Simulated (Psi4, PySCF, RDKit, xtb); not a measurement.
Relaxed torsion scan: C₆H₆O₂S, SMILES COC(=O)c1cccs1. Scanned: dihedral C1–O2–C3–O4; all other coordinates were relaxed at GFN2-xTB. Points at φ and −φ are mirror images. Heavy atoms are numbered in the order of the SMILES COC(=O)c1cccs1, hydrogens after them in the order of the atoms that carry them; the mirror image has the same energies with the sign of each dihedral reversed.

Levels: GFN1-xTB // GFN2-xTB (xtb); UFF // GFN2-xTB (RDKit); RKS-M06-2X/6-31G* = restricted M06-2X/6-31G*, spherical d, density fitting // GFN2-xTB in PySCF 2.14.0; PBE-D3(BJ)/def2-SVP // GFN2-xTB (Psi4).

Energies relative to the lowest point of each profile, in eV; the last columns give the difference from PBE-D3(BJ):

| φ / ° | GFN1-xTB | UFF | RKS-M06-2X/6-31G* | PBE-D3(BJ)/def2-SVP | GFN1-xTB − PBE-D3(BJ)/def2-SVP | UFF − PBE-D3(BJ)/def2-SVP | RKS-M06-2X/6-31G* − PBE-D3(BJ)/def2-SVP |
|---|---|---|---|---|---|---|---|
| -165 | 0.384 | 0.000 | 0.515 | 0.449 | -0.065 | -0.449 | 0.066 |
| -150 | 0.418 | 0.005 | 0.519 | 0.473 | -0.055 | -0.469 | 0.046 |
| -135 | 0.468 | 0.049 | 0.536 | 0.509 | -0.041 | -0.460 | 0.027 |
| -120 | 0.512 | 0.081 | 0.552 | 0.524 | -0.011 | -0.442 | 0.028 |
| -105 | 0.534 | 0.143 | 0.539 | 0.526 | 0.008 | -0.383 | 0.013 |
| -90 | 0.528 | 0.230 | 0.519 | 0.508 | 0.020 | -0.278 | 0.011 |
| -75 | 0.470 | 0.240 | 0.472 | 0.451 | 0.019 | -0.210 | 0.021 |
| -60 | 0.360 | 0.199 | 0.379 | 0.350 | 0.010 | -0.151 | 0.028 |
| -45 | 0.230 | 0.163 | 0.256 | 0.228 | 0.002 | -0.065 | 0.027 |
| -30 | 0.115 | 0.147 | 0.141 | 0.116 | -0.002 | 0.031 | 0.025 |
| -15 | 0.036 | 0.108 | 0.057 | 0.039 | -0.003 | 0.070 | 0.018 |
| 0 | 0.000 | 0.001 | 0.000 | 0.000 | 0.000 | 0.001 | 0.000 |
| 15 | 0.036 | 0.108 | 0.057 | 0.039 | -0.003 | 0.070 | 0.018 |
| 30 | 0.115 | 0.147 | 0.141 | 0.116 | -0.002 | 0.031 | 0.025 |
| 45 | 0.230 | 0.163 | 0.256 | 0.228 | 0.002 | -0.065 | 0.027 |
| 60 | 0.360 | 0.199 | 0.379 | 0.350 | 0.010 | -0.151 | 0.028 |
| 75 | 0.470 | 0.240 | 0.472 | 0.451 | 0.019 | -0.210 | 0.021 |
| 90 | 0.528 | 0.230 | 0.519 | 0.508 | 0.020 | -0.278 | 0.011 |
| 105 | 0.534 | 0.143 | 0.539 | 0.526 | 0.008 | -0.383 | 0.013 |
| 120 | 0.512 | 0.081 | 0.552 | 0.524 | -0.011 | -0.442 | 0.028 |
| 135 | 0.468 | 0.049 | 0.536 | 0.509 | -0.041 | -0.460 | 0.027 |
| 150 | 0.418 | 0.005 | 0.519 | 0.473 | -0.055 | -0.469 | 0.046 |
| 165 | 0.384 | 0.000 | 0.515 | 0.449 | -0.065 | -0.449 | 0.066 |
| 180 | 0.368 | 0.024 | 0.519 | 0.435 | -0.066 | -0.411 | 0.084 |

GFN1-xTB is furthest from PBE-D3(BJ)/def2-SVP at 180 (-0.066 eV, below); its mean absolute difference over the points is 0.023 eV.

UFF is furthest from PBE-D3(BJ)/def2-SVP at -150 (-0.469 eV, below); its mean absolute difference over the points is 0.268 eV.

RKS-M06-2X/6-31G* is furthest from PBE-D3(BJ)/def2-SVP at 180 (0.084 eV, above); its mean absolute difference over the points is 0.029 eV.
